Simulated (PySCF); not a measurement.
# SMILES C1(OC)=COC=C1, C$_{5}$H$_{6}$O$_{2}$

Geometry:
```json
{"atom": "C1", "x (Å)": "-1.916", "y (Å)": "-0.519", "z (Å)": "-0.941"}
{"atom": "O2", "x (Å)": "-0.865", "y (Å)": "0.413", "z (Å)": "-1.070"}
{"atom": "C3", "x (Å)": "0.139", "y (Å)": "0.263", "z (Å)": "-0.179"}
{"atom": "C4", "x (Å)": "1.282", "y (Å)": "1.124", "z (Å)": "-0.140"}
{"atom": "C5", "x (Å)": "2.052", "y (Å)": "0.655", "z (Å)": "0.870"}
{"atom": "O6", "x (Å)": "1.480", "y (Å)": "-0.417", "z (Å)": "1.461"}
{"atom": "C7", "x (Å)": "0.302", "y (Å)": "-0.656", "z (Å)": "0.812"}
{"atom": "H8", "x (Å)": "-1.556", "y (Å)": "-1.543", "z (Å)": "-1.103"}
{"atom": "H9", "x (Å)": "-2.377", "y (Å)": "-0.457", "z (Å)": "0.054"}
{"atom": "H10", "x (Å)": "-2.656", "y (Å)": "-0.269", "z (Å)": "-1.702"}
{"atom": "H11", "x (Å)": "1.478", "y (Å)": "1.963", "z (Å)": "-0.790"}
{"atom": "H12", "x (Å)": "3.000", "y (Å)": "0.968", "z (Å)": "1.278"}
{"atom": "H13", "x (Å)": "-0.278", "y (Å)": "-1.489", "z (Å)": "1.170"}
```

Method: UKS CAM-B3LYP/6-31G* four-point reorganisation energy, gas phase in PySCF 2.14.0. Geometry: CAM-B3LYP/6-31G*.

(1) What is the inner reorganisation energy for hole transfer, with the ionisation energy?

Answers

(1) λ = 0.340 (surface of the oxidised species) + 0.365 (surface of the starting species) = 0.705 eV. The ionisation energy is 8.17 eV vertical and 7.83 eV adiabatic without zero-point energy; at the relaxed geometry of the oxidised species the two energies differ by 7.47 eV. Largest bond changes: C7–C3 1.361 → 1.440 Å, O2–C3 1.351 → 1.287 Å, O6–C7 1.366 → 1.315 Å, C1–O2 1.411 → 1.452 Å, C5–O6 1.351 → 1.385 Å. ⟨S²⟩ of the relaxed oxidised species 0.761.
